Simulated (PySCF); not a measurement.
# Fractional electron number in Ga²⁺ (gallium, charge +2)

The 4s alpha orbital of [Ar] 3d10 4s1 is emptied in steps (occupation f), with all orbitals relaxed, ending at [Ar] 3d10. All numbers are calculated (PySCF 2.14, the spin-free X2C one-electron Hamiltonian (Gaussian nucleus), in x2c-TZVPall (6s5p4d1f, 48 functions)). The exact energy is a straight line in f; departures are measured from the line between the end points of the same method.

Problem. Among UHF, LDA, PBE, PBE0, r2SCAN, LC-wPBE, BHandHLYP, BLYP, HSE06, which shows the largest delocalisation error (convex curve), and which is closest to linear?

Solution. Most convex: BLYP (-1.264 eV at f = 0.5); closest to linear: UHF (0.027 eV).

```tsv
f	UHF (eV)	LDA (eV)	PBE (eV)	PBE0 (eV)	r2SCAN (eV)	LC-wPBE (eV)	BHandHLYP (eV)	BLYP (eV)	HSE06 (eV)
1	0.000	0.000	0.000	0.000	0.000	0.000	0.000	0.000	0.000
0.75	0.021	-0.909	-0.917	-0.672	-0.783	-0.124	-0.474	-0.946	-0.736
0.5	0.027	-1.205	-1.227	-0.897	-1.035	-0.167	-0.636	-1.264	-0.979
0.25	0.020	-0.894	-0.924	-0.674	-0.767	-0.135	-0.483	-0.950	-0.740
0	0.000	0.000	0.000	0.000	0.000	0.000	0.000	0.000	0.000
```

```
   method  E(f=0) − E(f=1) (eV)  −ε at f=1 (eV)  −ε at f=0.5 (eV)
      UHF                29.626          29.739            29.625
      LDA                31.869          27.001            31.909
      PBE                31.547          26.668            31.530
     PBE0                31.161          27.582            31.154
   r2SCAN                31.287          27.052            31.334
  LC-wPBE                31.159          30.477            31.134
BHandHLYP                31.060          28.542            31.039
     BLYP                31.767          26.731            31.757
    HSE06                31.241          27.293            31.232
```

Reference removal energy between the ground levels: 30.726 eV (measured; NIST Atomic Spectra Database, ionization energies). UHF lacks correlation.
